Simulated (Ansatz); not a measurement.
`FC[SiH2][SnH2][F]` + `CC(C)OBS` → `CC(C)[O][SnH2][F]` + `FC[SiH2]BS`  (redistribution)

Computed with Ansatz on PBE0-D4/def2-TZVP structures; ΔE is electronic, products minus reactants. CBS: MP2 limit from def2 TZ/QZ plus the TZ coupled-cluster correction, frozen cores. DFT in def2-TZVPP. def2 core potentials past Kr. For Sn outer-core shells are correlated without core-valence functions, which leaves a few kJ/mol of doubt a bond. One conformer a species, not always the lowest.

`FC[SiH2][SnH2][F]`:

Z-matrix (Å, degrees):
```
C
Si 1 1.900
F 1 1.389 2 110.1
H 1 1.095 2 110.9 3 -119.8
H 1 1.095 2 111.3 3 120.0
Sn 2 2.569 1 109.4 3 48.6
H 2 1.489 1 108.0 3 168.4
H 2 1.485 1 111.1 3 -71.7
F 6 1.931 2 105.3 1 -92.0
H 6 1.707 2 115.8 1 22.6
H 6 1.708 2 115.5 1 154.6
```

`CC(C)OBS`:

Z-matrix (Å, degrees):
```
C
C 1 1.512
H 1 1.092 2 110.8
H 1 1.092 2 110.3 3 120.0
H 1 1.092 2 110.4 3 -120.1
C 2 1.512 1 112.9 3 -179.8
O 2 1.431 1 108.3 3 -60.0
H 2 1.097 1 109.5 3 57.9
H 6 1.092 2 110.3 1 59.6
H 6 1.091 2 110.8 1 179.7
H 6 1.092 2 110.4 1 -60.2
B 7 1.343 2 121.8 1 116.6
S 12 1.804 7 120.9 2 -179.8
H 12 1.199 7 122.2 2 0.2
H 13 1.344 12 96.4 7 0.2
```

`CC(C)[O][SnH2][F]`:

Cartesian coordinates in Å:
```
C 1.243 0.283 1.526
C 0.100 0.121 0.546
C -0.598 -1.217 0.696
O 0.640 0.258 -0.763
Sn -0.458 0.842 -2.255
F -1.710 -0.580 -2.599
H 0.886 0.199 2.555
H 1.993 -0.493 1.353
H 1.722 1.256 1.401
H -0.633 0.924 0.734
H -1.012 -1.328 1.701
H 0.114 -2.028 0.521
H -1.412 -1.321 -0.026
H -1.433 2.155 -1.785
H 0.558 0.930 -3.605
```

`FC[SiH2]BS`:

Z-matrix (Å, degrees):
```
C
Si 1 1.899
F 1 1.391 2 110.9
H 1 1.096 2 111.1 3 120.2
H 1 1.096 2 111.1 3 -120.2
B 2 2.012 1 112.1 3 179.9
H 2 1.490 1 108.9 3 -58.8
H 2 1.490 1 108.9 3 58.7
S 6 1.764 2 119.3 1 -0.3
H 6 1.193 2 121.4 1 179.7
H 9 1.347 6 100.7 2 -180.0
```

```csv
level,ΔE (kcal/mol)
r2SCAN,32.9
SCS-MP2/def2-QZVPP,31.6
```

What does CCSD(T)/CBS give? (An estimate is asked.)

The calculation gave: +31.1 kcal/mol. The listed levels differ from it by 1.8, 0.5 kcal/mol.

Largest T1 diagnostic among the species: 0.014.

The D4 term adds −1.1 kcal/mol with B3LYP and −0.5 kcal/mol with PBE0; it sums over pairs of atoms, weighted by their polarisabilities, and B3LYP, whose exchange is more repulsive, gets the larger term. From PBE to PBE0 (25 % exact exchange), in def2-TZVPP and without D4, ΔE moves by +1.2 kcal/mol.

B3LYP here is the variant with VWN-RPA as its local correlation; programs differ in this.
